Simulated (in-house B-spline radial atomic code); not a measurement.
Two electrons outside the [Ar] 3d10 4s2 4p6 core: Zr2+

Computed with an all-electron radial atomic-structure program (B-spline basis): configuration interaction (CI) of the two valence electrons in the field of the frozen Dirac-Fock core, alone and with many-body perturbation theory for the core (screened one- and two-electron correlation potentials), Breit and QED terms; no-pair Dirac Hamiltonian, finite nucleus. Labels give the configuration (outer n counted up each series) and the leading LS term, or the jj pair where no LS term holds 70 %.

The lowest nd levels tend to come out too strongly bound in this method, by some 0.05 to 0.2 eV for each d electron where measurements exist, which shifts their lines and rates.

Excitation energies (cm⁻¹):

```tsv
level	purity of the LS term	CI alone	CI + MBPT + Breit + QED	Landé g of the LS mixture
4d2 3F2	0.991	0	0	0.67
4d2 3F3	1.0	549	677	1.08
4d2 3F4	0.998	1207	1484	1.25
4d2 1D2	0.955	4681	6252	1.01
4d2 3P0	0.997	?	?	?
4d2 3P1	1.0	8432	8791	1.50
4d2 3P2	0.964	8808	9309	1.48
4d2 1G4	0.998	?	?	?
4d5s 3D1	1.0	12640	19628	0.50
4d5s 3D2	0.992	12996	20035	1.17
4d5s 3D3	1.0	13606	20768	1.33
4d2 1S0	0.997	21348	25724	-
```

Where does 4d2 3P0 lie?

8222 cm⁻¹ in CI alone and 8530 cm⁻¹ with all corrections.

Where does 4d2 1G4 lie?

11283 cm⁻¹ in CI alone and 11428 cm⁻¹ with all corrections; g = 1.00.

What is the first ionisation energy?

23.272 eV to the 4d3/2 state of the next ion (21.686 eV from CI alone). NIST lists 23.17 ± 0.004 eV (semi-empirical).
